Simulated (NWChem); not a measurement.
System: CH3F3Si; SMILES C([SiH](F)F)F

```xyz
8

F      0.6410    -1.9244     0.0000
C     -0.6057    -1.2947     0.0000
Si    -0.3897     0.5794     0.0000
F      0.4434     1.0258     1.2947
F      0.4434     1.0258    -1.2947
H     -1.1685    -1.6243    -0.8852
H     -1.1685    -1.6243     0.8852
H     -1.6934     1.2819     0.0000
```
Atoms are numbered in this order, from 1.

Level: B3LYP/6-31G* (spherical d) (NWChem), optimised geometry, unscaled harmonic frequencies. B3LYP is NWChem's, with the RPA form of VWN correlation.

Q: List the harmonic frequencies with IR intensities, and the thermochemistry.

A: 
```json
[
 {"frequency (cm⁻¹)": "62", "IR intensity (km/mol)": "3.1"},
 {"frequency (cm⁻¹)": "136", "IR intensity (km/mol)": "2.9"},
 {"frequency (cm⁻¹)": "204", "IR intensity (km/mol)": "0.1"},
 {"frequency (cm⁻¹)": "312", "IR intensity (km/mol)": "23.6"},
 {"frequency (cm⁻¹)": "456", "IR intensity (km/mol)": "68.7"},
 {"frequency (cm⁻¹)": "625", "IR intensity (km/mol)": "9.4"},
 {"frequency (cm⁻¹)": "751", "IR intensity (km/mol)": "4.2"},
 {"frequency (cm⁻¹)": "838", "IR intensity (km/mol)": "33.4"},
 {"frequency (cm⁻¹)": "870", "IR intensity (km/mol)": "2.9"},
 {"frequency (cm⁻¹)": "940", "IR intensity (km/mol)": "222.2"},
 {"frequency (cm⁻¹)": "1014", "IR intensity (km/mol)": "215.9"},
 {"frequency (cm⁻¹)": "1068", "IR intensity (km/mol)": "67.9"},
 {"frequency (cm⁻¹)": "1243", "IR intensity (km/mol)": "6.0"},
 {"frequency (cm⁻¹)": "1354", "IR intensity (km/mol)": "3.0"},
 {"frequency (cm⁻¹)": "1501", "IR intensity (km/mol)": "5.0"},
 {"frequency (cm⁻¹)": "2304", "IR intensity (km/mol)": "154.0"},
 {"frequency (cm⁻¹)": "3024", "IR intensity (km/mol)": "19.2"},
 {"frequency (cm⁻¹)": "3068", "IR intensity (km/mol)": "26.1"}
]
```

The zero-point energy is 28.2 kcal/mol and the thermal correction to the enthalpy at 298.15 K (with zero-point energy) is 32.6 kcal/mol. The heat capacity Cv is 19.0 cal/(mol K), the entropy at 298.15 K and 1 atm (symmetry number 1) is 79.1 cal/(mol K) and the dipole moment is 2.77 D.

Rigid rotor and harmonic oscillator; modes under 100 cm⁻¹ make the entropy uncertain.
